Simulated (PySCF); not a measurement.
Species: C6H12Si2.
SMILES with atom numbers: `[CH3:1][C:2]1=[CH:3][Si@@H:4]([CH3:5])[CH:6]=[CH:7][SiH2:8]1` (hydrogens: H9, H10, H11 on C1; H12 on C3; H13 on Si4; H14, H15, H16 on C5; H17 on C6; H18 on C7; H19, H20 on Si8)

Computed with PySCF at CAM-B3LYP/def2-SVPD, non-relativistic, on one gas-phase PBE0-D3(BJ)/def2-SVP geometry that isn't relaxed in the solvent. The solvent is an IEF-PCM continuum (van der Waals radii × 1.2), and excitations are vertical TDDFT with non-equilibrium linear response and a frozen core. The model holds no explicit solvent molecules, cavitation or dispersion.

Gas-phase singlets (H = HOMO, L = LUMO):

```tsv
state	E (eV)	λ (nm)	f	leading configurations
S1	5.729	216	0.000	H-2→L 81%, H-3→L+1 8%
S2	6.040	205	0.004	H-2→L+1 79%, H-3→L 11%
S3	6.208	200	0.048	H→L+1 39%, H-1→L 36%, H→L 17%
S4	6.350	195	0.136	H→L 75%, H→L+1 23%
S5	6.744	184	0.324	H-1→L 54%, H→L+1 30%, H-1→L+1 9%
```

Question: Give the list for dichloromethane (ε = 8.93), n² = 2.03.

Answer: 
```tsv
state	E (eV)	λ (nm)	f	leading configurations	change by rank (eV)
S1	5.674	219	0.001	H-1→L 69%, H-2→L 13%	-0.055
S2	5.992	207	0.006	H-1→L+1 67%, H-2→L+1 13%, H-3→L 11%	-0.048
S3	6.158	201	0.109	H→L+1 37%, H-2→L 26%, H→L 26%	-0.050
S4	6.309	197	0.255	H→L 72%, H→L+1 20%	-0.041
S5	6.680	186	0.560	H-2→L 48%, H→L+1 38%, H-1→L 9%	-0.064
```

Question: Give the list for water (ε = 78.36), n² = 1.78.

Answer: 
```tsv
state	E (eV)	λ (nm)	f	leading configurations	change by rank (eV)
S1	5.664	219	0.001	H-1→L 77%	-0.065
S2	5.985	207	0.006	H-1→L+1 75%, H-3→L 11%	-0.055
S3	6.167	201	0.098	H→L+1 37%, H-2→L 30%, H→L 25%	-0.041
S4	6.317	196	0.222	H→L 72%, H→L+1 21%	-0.033
S5	6.697	185	0.535	H-2→L 54%, H→L+1 37%	-0.047
```

Question: How do the frontier levels move from gas to water?

Answer: 
| orbital | gas (eV) | solvent (eV) | change (eV) |
| --- | --- | --- | --- |
| LUMO+2 | 1.18 | 1.23 | +0.05 |
| LUMO+1 | 0.66 | 0.73 | +0.07 |
| LUMO | 0.29 | 0.34 | +0.05 |
| HOMO | -8.68 | -8.63 | +0.05 |
| HOMO-1 | -9.11 | -9.04 | +0.07 |
| HOMO-2 | -9.16 | -9.07 | +0.09 |
| HOMO-3 | -10.02 | -9.94 | +0.08 |

The HOMO–LUMO gap goes from 8.97 to 8.97 eV. Rows go by rank; for HOMO-2 and HOMO-1 the atom shares or the degeneracy differ between the runs, so the row needn't follow one orbital.
